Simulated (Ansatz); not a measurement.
Input for Ansatz (a first-principles code): U-MP2/cc-pV(T+d)Z on CH5Si (SMILES C[SiH2]), 2S+1 = 2, atoms moved off the minimum. Files ending in .json are basis or fitting sets from the Basis Set Exchange.

Ansatz 0.2 input:
```yaml
crystal:
  periodic: [false, false, false]
  atoms:
    - {symbol: C, position_ang: [-1.21656245, -0.13217344, 0.23615248]}
    - {symbol: Si, position_ang: [0.62570570, 0.00180148, -0.18717516]}
    - {symbol: H, position_ang: [-1.74252474, 0.57472865, -0.37180019]}
    - {symbol: H, position_ang: [-1.57460116, -1.13263939, -0.08804321]}
    - {symbol: H, position_ang: [-1.39661969, 0.01340658, 1.23102575]}
    - {symbol: H, position_ang: [1.17704801, 1.38769645, 0.24894355]}
    - {symbol: H, position_ang: [1.53315957, -0.99092336, 0.56551943]}
basis:
  gaussian:
    orbitals: cc-pV_T+d_Z.json
magnetization: {spin_polarized: true, initial_magnetization: 1}
correlation: {method: mp2, electrons: outside_noble_gas}
scf: {omitted_lower_state_checks: [cluster_reference]}
output: {forces: true}
```

Give the final energy of this run.

-329.9870 hartree.
